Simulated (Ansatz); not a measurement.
Calculated with Ansatz (gas phase, PBE0-D4/def2-TZVP geometries, no zero-point term in ΔE). CCSD(T)/CBS is the MP2 limit (def2-TZVPP, def2-QZVPP) plus CCSD(T) − MP2 in def2-TZVPP, frozen cores. This one scheme is used for every species. Functionals use def2-TZVPP. B3LYP here is the variant with VWN-RPA as its local correlation; programs differ in this. HSE06 is defined as in plane-wave codes. For Ge outer-core shells are correlated without core-valence functions, which leaves a few kJ/mol of doubt a bond. Scalar relativity is left out up to krypton.

`C[O][GeH]` → `[GeH2]` + `C=O`  (β-hydride elimination)

`C[O][GeH]`:

Z-matrix (Å, degrees):
```
C
O 1 1.407
H 1 1.096 2 111.7
H 1 1.094 2 109.5 3 120.8
H 1 1.094 2 109.4 3 -120.8
Ge 2 1.774 1 127.8 3 -0.2
H 6 1.619 2 95.3 1 0.0
```

`[GeH2]`:

```xyz
3

Ge   -0.527   -0.499   -0.179
H     0.413   -0.267    1.088
H     0.114    0.766   -0.909
```

`C=O`:

Z-matrix (Å, degrees):
```
C
O 1 1.195
H 1 1.109 2 122.0
H 1 1.109 2 122.0 3 -180.0
```

```tsv
level	ΔE (kJ/mol)	difference from CCSD(T)/CBS
revPBE-D4	197.0	-5.2
BLYP-D4	192.5	-9.7
B97M-V	200.8	-1.4
B3LYP-D4	197.8	-4.4
r2SCAN	210.6	8.4
PBE0	203.8	1.6
r2SCANh	210.6	8.4
r2SCAN0	211.1	8.9
HSE06	204.0	1.8
CAM-B3LYP	200.0	-2.2
LC-ωPBE	206.0	3.8
CCSD(T)/def2-SVP	175.2	-27.0
SCS-MP2/def2-TZVPP	194.6	-7.6
CCSD(T)/def2-TZVPP	194.2	-8.0
HF/def2-QZVPP	163.0	-39.2
SCS-MP2/def2-QZVPP	198.7	-3.5
CCSD(T)/CBS	202.2	0
```

Largest T1 diagnostic among the species: 0.016.

From BLYP to BHLYP (50 % exact exchange), in def2-TZVPP and without D4, ΔE moves by +15.3 kJ/mol. In def2-TZVPP, CCSD(T) changes the Hartree–Fock value by +31.4 kJ/mol (the triples alone add +4.1 kJ/mol) and MP2 by +45.3 kJ/mol. At CCSD(T), def2-SVP lies −27.0 kJ/mol from the extrapolated value and def2-TZVPP −8.0 kJ/mol.
